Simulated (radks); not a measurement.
Isoelectronic series with 34 electrons, each ion in its NIST ground configuration. Calculated with a radial shooting solver on a logarithmic mesh with Libxc functionals: Dirac Kohn-Sham, PBE, spin-unpolarised, spherical densities, finite nucleus; open shells are shared between the two j in proportion to 2j + 1; Fermi nuclear charge, rms radius of each element as measured or else 0.836 A^(1/3) + 0.57 fm. Total energies (hartree) and orbital eigenvalues (hartree):

| ion | configuration | E (hartree) | 4p3/2 | 4p1/2 |
|---|---|---|---|---|
| Dy32+ | [Ar] 3d10 4s2 4p4 | -11612.8115 | -47.91104 | -49.82490 |
| Ho33+ | [Ar] 3d10 4s2 4p4 | -12025.8356 | -50.48885 | -52.56695 |
| Er34+ | [Ar] 3d10 4s2 4p4 | -12447.1781 | -53.13271 | -55.38581 |
| Tm35+ | [Ar] 3d10 4s2 4p4 | -12876.9842 | -55.84272 | -58.28216 |
| Yb36+ | [Ar] 3d10 4s2 4p4 | -13315.2513 | -58.61904 | -61.25669 |
| Lu37+ | [Ar] 3d10 4s2 4p4 | -13762.1330 | -61.46177 | -64.31012 |
| Hf38+ | [Ar] 3d10 4s2 4p4 | -14217.7636 | -64.37105 | -67.44320 |
| Ta39+ | [Ar] 3d10 4s2 4p4 | -14682.1771 | -67.34704 | -70.65671 |
| W40+ | [Ar] 3d10 4s2 4p4 | -15155.4812 | -70.38988 | -73.95148 |
| Re41+ | [Ar] 3d10 4s2 4p4 | -15637.7981 | -73.49972 | -77.32835 |
| Os42+ | [Ar] 3d10 4s2 4p4 | -16129.1913 | -76.67672 | -80.78821 |
| Ir43+ | [Ar] 3d10 4s2 4p4 | -16629.8594 | -79.92102 | -84.33199 |
| Pt44+ | [Ar] 3d10 4s2 4p4 | -17139.8363 | -83.23282 | -87.96064 |
| Au45+ | [Ar] 3d10 4s2 4p4 | -17659.2935 | -86.61226 | -91.67518 |
| Hg46+ | [Ar] 3d10 4s2 4p4 | -18188.3190 | -90.05952 | -95.47664 |
| Tl47+ | [Ar] 3d10 4s2 4p4 | -18727.0912 | -93.57479 | -99.36612 |
| Pb48+ | [Ar] 3d10 4s2 4p4 | -19275.7024 | -97.15824 | -103.3448 |
| Bi49+ | [Ar] 3d10 4s2 4p4 | -19834.3260 | -100.8101 | -107.4137 |
